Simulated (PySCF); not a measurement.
Si(F)2(vinyl)(OH) (C2H4F2OSi), SMILES O[Si](C=C)(F)F. Geometry: PBE-D3(BJ)/def2-SVP. This is a generated structure with no PubChem entry under its InChIKey; it may be hypothetical. One conformer was computed; it need not be the lowest.

Computed equilibrium geometry at PBE-D3(BJ)/def2-SVP (PySCF confirms it by a frequency run) as Cartesian coordinates in Å, and its point group (one conformer of several):
point group Cs.
```xyz
10

C     -0.0468    -2.4430     0.0000
C      0.7344    -1.3440     0.0000
Si     0.0234     0.3562     0.0000
O     -1.6264     0.2386     0.0000
F      0.5345     1.2246    -1.2828
F      0.5345     1.2246     1.2828
H     -1.1469    -2.3649     0.0000
H      0.3786    -3.4613     0.0000
H      1.8330    -1.4616     0.0000
H     -2.1273     1.0720     0.0000
```
Charge 0, spin multiplicity 1.
